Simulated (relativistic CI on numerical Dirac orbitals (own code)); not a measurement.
# K12+: sensitivity of the levels to the model

Base calculation: Dirac-Coulomb-Breit CI, separate exchange-only KLI orbitals for each configuration, a model potential for QED, unscaled Slater integrals.

Configuration list (outside the closed core 1s2): 2s2 2p3, 2s 2p4, 2p5, 2p4 3s, 2s2 2p2 3s, 2p4 3p, 2p4 3d, 2s2 2p2 3p, 2s2 2p2 3d, 2s 2p3 3s, 2s 2p3 3p, 2s 2p3 3d, 2s2 2p2 4s, 2s2 2p2 4p, 2s2 2p2 4d, 2s2 2p2 4f. Levels of other configurations are missing.

The lowest level and the first level of each name with at least 55 % of one term (blank where a level has no safe partner in the second run):

```
          Level  Base (cm⁻¹)  Shift (cm⁻¹)
2s2 2p3 4S°_3/2            0             0
2s2 2p3 2D°_3/2       104678            +4
2s2 2p3 2D°_5/2       109963            -3
2s2 2p3 2P°_1/2       163197           +74
2s2 2p3 2P°_3/2       170695           +71
  2s 2p4 4P_5/2       481813         +2348
  2s 2p4 4P_3/2       497512         +2348
  2s 2p4 4P_1/2       505027         +2348
  2s 2p4 2D_3/2       671680         +2354
  2s 2p4 2D_5/2       672656         +2354
  2s 2p4 2S_1/2       780914         +2349
  2s 2p4 2P_3/2       817267         +2361
  2s 2p4 2P_1/2       838010         +2360
    2p5 2P°_3/2      1279194         +4167
```

At this charge energies of transitions that change n are usually good to better than 1 %, and those within a shell (Δn = 0) to a few per cent.

Q: One thing was changed in a second run, which moved the levels as shown. Which?
A. configuration mixing switched off
B. P86 correlation estimate
C. non-relativistic limit
D. Breit term removed
E. QED terms removed

A: B. P86 correlation estimate. A correlation estimate moves all levels of a configuration together before mixing; mixed levels move by a weighted share.
